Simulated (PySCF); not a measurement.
## UHF on Au (gold, neutral)

Configuration: [Xe] 4f14 5d9 6s1 6p1, one real determinant (an excited configuration). All numbers are calculated (PySCF 2.14, a scalar-relativistic core potential, in aug-cc-pwCVTZ-PP with ECP60MDF).

```json
{"Total energy": "-134.608137 hartree", "One-electron energy": "-235.9243 hartree", "Hartree (Coulomb) energy": "113.1443 hartree", "Exchange energy": "-11.8281 hartree", "⟨S²⟩": "3.7544", "⟨L²⟩": "8.054", "Sum of ⟨r⟩": "29.17 bohr", "Sum of ⟨r²⟩": "62.19 bohr²", "Traceless quadrupole moment −½Σ⟨3z² − r²⟩ along its main axis": "-7.28 e·bohr²"}
```

| shell | electrons | mean orbital energy (hartree) | spread (hartree) | rms radius, mean of both spins (bohr) |
| --- | --- | --- | --- | --- |
| 5s α | 1 | -4.88227 | 0 | 1.01 |
| 5s β | 1 | -4.81465 | 0 | 1.01 |
| 5p α | 3 | -2.94213 | 0.05613 | 1.16 |
| 5p β | 3 | -2.85966 | 0.05443 | 1.16 |
| 5d α | 5 | -0.64174 | 0.06215 | 1.66 |
| 5d β | 4 | -0.59085 | 0.02681 | 1.66 |
| 6s α | 1 | -0.42529 | 0 | 3.02 |
| 6p α | 1 | -0.19223 | 0 | 4.26 |

⟨L²⟩ = 8.05 against 12 for a pure F term, so this real determinant mixes terms. Energies and moments cover only the electrons outside the core potential. Spin-orbit coupling, absent here, splits the open shell strongly.
